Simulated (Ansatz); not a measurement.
Ansatz (a first-principles code) input (r2SCAN/cc-pV(T+d)Z): A basis named .json is the Basis Set Exchange file of that set (core-valence sets with the plain set on hydrogen).

Ansatz 0.2 input:
```yaml
crystal:
  periodic: [false, false, false]
  atoms:
    - {symbol: C, position_ang: [0.00000000, 0.00000000, 0.00000000]}
basis:
  gaussian:
    orbitals: cc-pV_T+d_Z.json
    fitting: {mean_field: def2-SV_P_-JKFIT.json}
hamiltonian:
  xc: {name: r2SCAN}
magnetization: {spin_polarized: true, initial_magnetization: 2}
scf: {lower_state_search: full}
```

Output:

```
Functional definition: r2SCAN
integrals: 0.00 GiB planned
75 factors; integrals over basis functions are off by at most 4.0e-1 eV
mean field: 0.07 GiB planned
mean field evaluation 1: about -1029.3061 eV, gradient 5.5e0 eV
mean field evaluation 2: about -1029.3057 eV, gradient 5.5e0 eV
mean field evaluation 4: about -1029.4626 eV, gradient 5.0e-1 eV
mean field evaluation 8: about -1029.4637 eV, gradient 2.1e-4 eV
mean field evaluation 16: about -1029.4637 eV, gradient 1.5e-2 eV
mean field evaluation 32: about -1029.4637 eV, gradient 8.5e-2 eV
mean field -1029.46369354 eV, -37.8320929421 hartree, gradient 2.2e-5 eV, S^2 2.006095; 5 other end points of the search recorded, 0 dependent functions left out
reference -1029.46370018 eV, -37.8320931860 hartree; 4, 2 occupied and 26, 28 virtual orbitals, 75 factors
Total energy: -1029.46370018 eV, -37.8320931860 hartree
```
